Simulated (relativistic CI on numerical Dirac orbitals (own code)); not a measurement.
**Radial parameters of Ba XXXI**

Method of calculation: Dirac-Coulomb-Breit CI, KLI orbitals optimised for each configuration, a model potential for QED, unscaled Slater integrals (own radial code, finite nucleus).

Slater integrals F^k, G^k are unscaled and averaged over j, outside the closed core [Ne]; ζ comes from projecting the Hamiltonian with its Breit term on Σ l·s of the shell.

- 3s2 3p6 3d8: F^2(3d,3d) = 401740, F^4(3d,3d) = 258430, ζ(3d) = 54111 cm⁻¹; <r>(3d) = 0.2519, <r^2>(3d) = 0.0741 (bohr units).
- 3s2 3p5 3d9: ζ(3p) = 426430, F^2(3p,3d) = 356120, G^1(3p,3d) = 391570, G^3(3p,3d) = 257540, ζ(3d) = 53482 cm⁻¹; <r>(3p) = 0.2784, <r^2>(3p) = 0.08965, <r>(3d) = 0.2524, <r^2>(3d) = 0.07439 (bohr units).
- 3s2 3p4 3d10: F^2(3p,3p) = 355510, ζ(3p) = 426120 cm⁻¹; <r>(3p) = 0.2788, <r^2>(3p) = 0.08985 (bohr units).

(1) Give the Racah parameters of the d shell in 3s2 3p6 3d8.

Averages of the first 10 configurations, taken without configuration mixing, which lowers the lowest level and can move excited configurations by several eV; other configurations of the list can lie among them:

```
 Configuration  Parity  States  Average energy above the lowest level (eV)
   3s2 3p6 3d8    even      45                                        18.3
   3s2 3p5 3d9     odd      60                                       305.4
  3s2 3p4 3d10    even      15                                       598.0
    3s 3p6 3d9    even      20                                       509.4
      3p6 3d10    even       1                                      1007.8
   3s 3p5 3d10     odd      12                                       795.1
3s2 3p6 3d7 4s    even     240                                       766.7
3s2 3p6 3d7 4p     odd     720                                       840.7
3s2 3p6 3d7 4d    even    1200                                       942.7
3s2 3p4 3d9 4s    even     300                                      1334.1
```

Results:

(1) B = F²/49 − 5F⁴/441 = 5269 cm⁻¹ and C = 35F⁴/441 = 20510 cm⁻¹.
